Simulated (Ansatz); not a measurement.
Cartesian coordinates in Å:
```
F 0.3763 0.0377 2.1781
C -0.7507 0.1426 1.3649
Si -0.3872 -0.6508 -0.3121
C 1.0614 0.2423 -1.1150
Cl 0.6228 1.9504 -1.4032
H -1.5873 -0.3472 1.8736
H -0.9946 1.2039 1.2550
H -0.0247 -2.0811 -0.1221
H -1.5910 -0.5383 -1.1756
H 1.3359 -0.1936 -2.0758
H 1.9391 0.2341 -0.4678
```

Total charge 0; spin multiplicity 1.

(1) List the B3LYP/def2-TZVPP orbital energies in eV (the Gaussian-basis code of Ansatz). (Best estimate.)

## Answers

(1) Computed: Occupied: -2762.55, -1799.16, -671.37, -278.69, -278.25, -257.25, -196.35, -196.10, -196.10, -143.73, -99.04, -99.04, -99.03, -32.60, -23.41, -19.25, -18.44, -14.63, -13.62, -13.48, -12.71, -11.96, -11.81, -10.48, -9.81, -9.60, -8.59, -8.36, -7.94. Lowest empty: -0.17, 0.60, 0.70, 1.05, 1.41, 1.82, 2.25, 2.45.

B3LYP here is the variant with VWN-RPA as its local correlation; programs differ in this.
